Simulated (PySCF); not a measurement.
SMILES [Cd]([O]C)[C](C)(C)C (C5H12CdO), GFN2-xTB optimised geometry.

```
19

Cd    -0.67    -0.76     0.00
C      1.54    -0.76     0.00
C      1.92    -0.04     1.28
C      2.21    -2.13    -0.07
C      1.91     0.09    -1.21
H      3.00     0.16     1.30
H      1.69    -0.64     2.17
H      1.40     0.92     1.35
H      1.95    -2.75     0.79
H      1.94    -2.66    -0.98
H      3.30    -2.00    -0.07
H      1.66    -0.42    -2.15
H      1.38     1.04    -1.18
H      2.98     0.29    -1.22
O     -1.43     1.18     0.00
C     -2.73     1.65    -0.01
H     -2.70     2.75    -0.03
H     -3.29     1.32    -0.90
H     -3.30     1.35     0.89
```

Density from PBE0/def2-SVP, def2 effective core potentials past Kr in PySCF at that geometry. The core electrons that the potentials of Cd replace are not part of the density.

Minimum of the electron density along straight lines between bonded atoms, close to the bond critical point (lines longer than 1.1 times the sum of covalent radii, or with two minima, are not listed):

```csv
bond,length / Å,ρ at the minimum / e bohr⁻³,∇²ρ there / e bohr⁻⁵,position (fraction from the first atom)
Cd1–C2,2.211,0.084,(withheld),0.52
C2–C3,1.526,0.244,-0.55,0.50
C2–C4,1.525,0.245,-0.55,0.50
C2–C5,1.526,0.244,-0.55,0.50
C3–H6,1.094,0.271,-0.97,0.62
C3–H7,1.094,0.273,-0.98,0.62
C3–H8,1.094,0.274,-1.00,0.63
C4–H9,1.089,0.275,-1.00,0.62
C4–H10,1.090,0.275,-1.00,0.62
C4–H11,1.094,0.271,-0.97,0.62
C5–H12,1.094,0.273,-0.98,0.62
C5–H13,1.093,0.275,-1.01,0.63
C5–H14,1.094,0.271,-0.97,0.62
Cd1–O15,2.085,0.084,(withheld),0.52
O15–C16,1.385,0.277,-0.54,0.66
C16–H17,1.100,0.275,-1.00,0.62
C16–H18,1.103,0.273,-0.98,0.62
C16–H19,1.103,0.273,-0.98,0.62
```

Problem. Some entries are withheld; supply them.

Solution. 
- Cd1–C2, ∇²ρ there / e bohr⁻⁵: 0.14
- Cd1–O15, ∇²ρ there / e bohr⁻⁵: 0.46
